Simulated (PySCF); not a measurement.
## `C(/C=C(/CC)C)O`, C₆H₁₂O

Geometry:
```json
{"atom": "C1", "x (Å)": "-2.335", "y (Å)": "-0.694", "z (Å)": "0.659"}
{"atom": "C2", "x (Å)": "-1.423", "y (Å)": "-0.673", "z (Å)": "-0.569"}
{"atom": "C3", "x (Å)": "-0.160", "y (Å)": "0.095", "z (Å)": "-0.294"}
{"atom": "C4", "x (Å)": "-0.285", "y (Å)": "1.588", "z (Å)": "-0.199"}
{"atom": "C5", "x (Å)": "1.003", "y (Å)": "-0.520", "z (Å)": "-0.110"}
{"atom": "C6", "x (Å)": "2.296", "y (Å)": "0.179", "z (Å)": "0.195"}
{"atom": "O7", "x (Å)": "3.398", "y (Å)": "-0.694", "z (Å)": "0.281"}
{"atom": "H8", "x (Å)": "-1.833", "y (Å)": "-1.183", "z (Å)": "1.490"}
{"atom": "H9", "x (Å)": "-3.252", "y (Å)": "-1.236", "z (Å)": "0.440"}
{"atom": "H10", "x (Å)": "-2.597", "y (Å)": "0.317", "z (Å)": "0.962"}
{"atom": "H11", "x (Å)": "-1.955", "y (Å)": "-0.209", "z (Å)": "-1.404"}
{"atom": "H12", "x (Å)": "-1.179", "y (Å)": "-1.699", "z (Å)": "-0.852"}
{"atom": "H13", "x (Å)": "0.425", "y (Å)": "2.074", "z (Å)": "-0.867"}
{"atom": "H14", "x (Å)": "-0.064", "y (Å)": "1.928", "z (Å)": "0.812"}
{"atom": "H15", "x (Å)": "-1.287", "y (Å)": "1.913", "z (Å)": "-0.464"}
{"atom": "H16", "x (Å)": "1.066", "y (Å)": "-1.598", "z (Å)": "-0.167"}
{"atom": "H17", "x (Å)": "2.487", "y (Å)": "0.960", "z (Å)": "-0.561"}
{"atom": "H18", "x (Å)": "2.243", "y (Å)": "0.674", "z (Å)": "1.171"}
{"atom": "H19", "x (Å)": "3.443", "y (Å)": "-1.212", "z (Å)": "-0.530"}
```

Level of theory: GIAO CAM-B3LYP/pcSseg-1 magnetisability, rotational g tensor and spin-rotation constants, non-relativistic, gas phase in PySCF 2.14.0. Geometry: GFN2-xTB.

**Question.** Give the nuclear spin-rotation constants along the inertial axes (H = +C I·J) beside the isotropic shieldings.

**Answer.** Rotational constants 5.2153, 1.2389, 1.0924 GHz. A star marks the isotopologue with that one atom substituted, in its own axes.
```
atom  isotope  Caa (kHz)  Cbb (kHz)  Ccc (kHz)  mean (kHz)  σ (ppm)
  H8       1H     -0.424     -0.096     -0.050      -0.190     31.0
  H9       1H     -0.083     -0.098     -0.113      -0.098     30.6
 H10       1H     -0.519     -0.010     -0.099      -0.209     30.6
 H11       1H     -0.344     -0.093     -0.048      -0.162     29.9
 H12       1H     -0.521      0.015     -0.102      -0.203     29.7
 H13       1H     -0.290     -0.077     -0.082      -0.150     30.0
 H14       1H     -0.542     -0.126      0.012      -0.219     30.1
 H15       1H      0.047     -0.113     -0.125      -0.064     30.3
 H16       1H     -0.512      0.115     -0.128      -0.175     26.2
 H17       1H     -0.494      0.002     -0.048      -0.180     27.2
 H18       1H     -0.535     -0.105      0.050      -0.197     27.4
 H19       1H     -0.652     -0.127     -0.028      -0.269     31.5
  C1     13C*      0.704      0.196      0.146       0.349    167.9
  C2     13C*      0.897      0.202      0.215       0.438    145.4
  C3     13C*      2.010      0.605      0.179       0.931     35.8
  C4     13C*      0.802      0.162      0.159       0.374    167.1
  C5     13C*      1.664      0.551      0.247       0.821     46.5
  C6     13C*      1.053      0.262      0.263       0.526    117.9
  O7     17O*     -0.422     -0.093     -0.075      -0.197    304.9
```
For the geometry as given, no vibrational averaging.

**Question.** How do the rotational constants and the g tensor change when H8, H9, H10, H11, H12, H13, H14, H15, H16, H17, H18, H19 are replaced by deuterium?

**Answer.** Constants 3.8796, 1.0672, 0.9330 GHz; g -0.0140, -0.0082, -0.0029, against -0.0187, -0.0093, -0.0034 before.
